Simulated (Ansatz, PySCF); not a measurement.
Process, species as SMILES: BN (BNH4) → B[NH] (BNH3) + H atom (the H-N bond breaks)

Wanted: bond dissociation energy (electronic), in kcal/mol. Conventions: open shells spin-unrestricted; non-relativistic; spin-orbit terms left out; valence correlation only; dispersion terms only where a functional's name holds one. Basis-set limits of correlation are two-point, X^-3; Hartree-Fock from the larger set. Ab initio and DFT rows: single points at B3LYP-D3(BJ) geometries (Ansatz, an electronic-structure program).

| species | coefficient | E at B3LYP/STO-3G (Ansatz), Eh | E at M06-2X/def2-TZVPD (PySCF), Eh |
|---|---|---|---|
| BN (BNH4) | -1 | -80.99507 | -82.03044 |
| B[NH] (BNH3) | +1 | -80.30731 | -81.33862 |
| H atom | +1 | -0.46753 | -0.49815 |

Coupled cluster (Ansatz) is a level with limits of its own, used here on species with T1 under 0.025 (0.045 for open shells) and stable references: CCSD(T)/CBS(def2-TZVPPD,def2-QZVPPD). Value to compare with, CCSD(T)/CBS(def2-TZVPPD,def2-QZVPPD) (Ansatz): 122.9 kcal/mol. 1 Eh = 627.5095 kcal/mol.

Compute it at each level from the table, and compare with CCSD(T)/CBS(def2-TZVPPD,def2-QZVPPD) (Ansatz).


- B3LYP/STO-3G: the sum of coefficient times E is 0.22023 Eh, or 138.20 kcal/mol. Result: 138.2 kcal/mol. Its difference against CCSD(T)/CBS(def2-TZVPPD,def2-QZVPPD) (Ansatz) is 15.3 kcal/mol.
- M06-2X/def2-TZVPD: the sum of coefficient times E is 0.19367 Eh, or 121.53 kcal/mol. Result: 121.5 kcal/mol. Its difference against CCSD(T)/CBS(def2-TZVPPD,def2-QZVPPD) (Ansatz) is -1.4 kcal/mol.
